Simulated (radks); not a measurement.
Cd, 48 electrons, occupied as [Kr] 4d10 5s2. All-electron calculation, scalar-relativistic Kohn-Sham, LB94 model potential, spin-unpolarised, spherical densities, finite nucleus; Fermi nuclear charge, rms radius 4.6087 fm. Program: a radial shooting solver on a logarithmic mesh with Libxc functionals.

X-ray form factor f0, the Fourier transform of the density (f0(0) = 48):

sin(theta)/lambda (1/angstrom),f0 (electrons)
0.05,47.160
0.1,44.962
0.15,42.061
0.2,38.982
0.25,36.000
0.3,33.230
0.4,28.496
0.5,24.856
0.6,22.142
0.8,18.437
1,15.691
1.25,12.665
1.5,10.106
2,6.889
